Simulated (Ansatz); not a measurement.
In9As8H24⁻, relaxed as a singlet with RKS PBE-D4/def2-SVP in Ansatz, starting from the GFN2-xTB geometry. Force threshold 0.03 eV/Å.

In the def2 sets In takes a core potential; there is no spin–orbit coupling. Single mean-field runs in def2-SVP are fitted with def2-universal-jkfit.

Start:

```csv
atom,x (Å),y (Å),z (Å)
As1,-3.556,2.050,1.373
As2,-1.283,1.022,-2.084
As3,4.440,-1.387,1.504
As4,2.594,0.021,-1.653
As5,0.895,1.832,2.091
As6,-3.786,-2.096,0.016
As7,0.506,-2.903,0.946
As8,-0.852,-2.836,-3.268
In9,-1.347,3.350,1.977
In10,3.690,1.091,1.982
In11,0.958,2.225,-0.508
In12,-5.170,0.125,0.343
In13,-3.308,-0.827,-2.220
In14,5.160,-0.334,-0.953
In15,2.275,-2.366,2.884
In16,1.695,-2.405,-2.453
In17,-0.319,-0.496,1.740
H18,-4.458,2.765,2.334
H19,-3.905,3.063,0.307
H20,-2.117,2.177,-2.585
H21,-1.889,1.216,-0.711
H22,5.631,-1.211,2.475
H23,2.794,0.347,-3.146
H24,-4.941,-2.849,-0.699
H25,-0.532,-3.579,1.866
H26,-0.590,-1.916,-4.458
H27,-0.433,-4.000,-4.163
H28,-1.007,4.408,0.524
H29,-1.526,4.254,3.503
H30,3.607,2.066,0.186
H31,4.438,2.330,3.020
H32,1.226,3.552,-1.730
H33,-5.456,1.067,-1.221
H34,-6.650,0.245,1.325
H35,-3.981,-0.849,-3.937
H36,6.289,0.927,-0.541
H37,5.848,-1.587,-1.998
H38,2.786,-3.461,4.182
H39,1.706,-0.717,3.729
H40,2.707,-3.966,-2.319
H41,-2.140,-0.348,2.342
```

```
step   energy (eV)  largest force component (eV/Å)  SCF passes
   1  -533561.2229                           1.535          22
   2  -533562.4419                           0.621          25
   3  -533563.0459                           0.383          21
   4  -533563.4049                           0.525          21
   5  -533563.7171                           0.649          21
   6  -533563.9619                           0.536          20
   7  -533564.2056                           0.312          21
   8  -533564.3563                           0.293          21
   9  -533564.4465                           0.215          20
  10  -533564.5264                           0.114          19
  11  -533564.5764                           0.079          19
  12  -533564.6103                           0.118          19
  13  -533564.6353                           0.161          19
  14  -533564.6511                           0.278          19
  15  -533564.6654                           0.308          18
  16  -533564.6858                           0.279          19
  17  -533564.6978                           0.180          19
  18  -533564.7095                           0.186          19
  19  -533564.7197                           0.204          19
  20  -533564.7283                           0.200          19
  21  -533564.7362                           0.217          19
  22  -533564.7410                           0.188          19
  23  -533564.7462                           0.154          19
  24  -533564.7495                           0.073          19
  25  -533564.7516                           0.043          20
  26  -533564.7530                           0.045          20
  27  -533564.7541                           0.043          20
  28  -533564.7548                           0.039          20
  29  -533564.7554                           0.025          20
```

Force components are those of the run's own axes.

End:

Cartesian coordinates in Å:
```
As -3.487 2.132 1.771
As -1.403 1.219 -2.323
As 4.150 -0.313 1.661
As 2.639 -0.410 -2.014
As 0.658 1.662 1.270
As -3.382 -1.675 -0.008
As 0.708 -2.632 0.611
As -0.863 -2.505 -3.287
In -1.183 3.604 1.610
In 3.052 2.050 2.471
In 1.101 1.679 -1.317
In -5.043 0.437 0.230
In -3.053 -0.955 -2.486
In 5.092 -0.668 -0.848
In 2.562 -2.237 2.510
In 1.461 -2.774 -1.940
In -0.277 -0.632 2.122
H -3.412 1.495 3.161
H -4.485 3.219 2.197
H -1.457 1.929 -3.680
H -2.231 2.271 -1.584
H 5.362 -0.572 2.566
H 2.907 -0.205 -3.511
H -4.567 -2.592 -0.395
H -0.016 -3.913 1.029
H -0.421 -2.290 -4.742
H -1.331 -3.948 -3.512
H -1.324 4.475 0.093
H -0.977 4.371 3.172
H 3.878 3.334 1.615
H 2.854 1.943 4.206
H 1.690 3.149 -2.060
H -5.208 1.413 -1.236
H -6.446 0.124 1.244
H -4.054 -0.831 -3.916
H 6.072 0.712 -1.286
H 5.569 -2.337 -1.081
H 3.024 -3.500 3.617
H 1.216 -1.109 3.377
H 2.330 -4.224 -2.377
H -1.706 -0.897 3.070
```

Bonds formed: As7–In16, As8–In13, In17–H39 (atoms count from 1).

No frequencies were taken in this run, so the end may be a saddle point.

Run time 2.4 min (4 threads of AMD EPYC 7R13 on a shared host and a share (37 GiB) of an NVIDIA H100 80GB HBM3), peak host memory 1.4 GiB.
